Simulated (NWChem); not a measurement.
Molecule: AuPH3Br; SMILES [Au](<-[PH3])[Br]

All runs: NWChem. Geometry: optimised at PBE0/def2-SVP. def2 effective core potentials on Au; no spin-orbit coupling. Level M06-L/def2-SVP: energy and gradient on several grids; changes count from the extra-fine grid, which is no exact limit either.

Which is the coarsest grid (xfine; xcoarse; fine; medium; coarse) from which on the energy stays within 50 μHa and each gradient component within 100 μHa/bohr of xfine?

fine.
```csv
grid,size of the energy change (μHa),largest change of a gradient component (μHa/bohr)
xcoarse,2000,1000
coarse,300,90
medium,90,100
fine,< 10,40
xfine,< 10,< 30
```
